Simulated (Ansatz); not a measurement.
Consider the substitution at a C–Si bond: `C[Si]1(Br)CO1` + `[CH3][In]([NH2])[Cl]` → `C[NH][In]([CH3])[Cl]` + `Br[SiH]1CO1`.

Computed with Ansatz on PBE0-D4/def2-TZVP structures; ΔE is electronic, products minus reactants. CCSD(T)/CBS adds triple-zeta CCSD(T) − MP2 to the extrapolated MP2 energy (def2 sets, frozen cores). Elements past krypton have def2 core potentials. For Br, In outer-core shells are correlated without core-valence functions, which leaves a few kJ/mol of doubt a bond. Scalar relativity is left out up to krypton. Each species was taken in one conformer, which may not be the lowest.

```tsv
species	CCSD(T)/CBS(def2) energy (Eh)
`C[Si]1(Br)CO1`	-3016.73548
`[CH3][In]([NH2])[Cl]`	-745.42540
`C[NH][In]([CH3])[Cl]`	-784.66980
`Br[SiH]1CO1`	-2977.45276
```

**Question.** Work out ΔE.

**Answer.** ΔE = (-784.66980) + (-2977.45276) − (-3016.73548) − (-745.42540) = 0.03832 Eh = +100.6 kJ/mol.

Largest T1 diagnostic among the species: 0.013.

In def2-TZVPP, CCSD(T) changes the Hartree–Fock value by +5.0 kJ/mol (the triples alone add +0.4 kJ/mol) and MP2 by +10.0 kJ/mol.
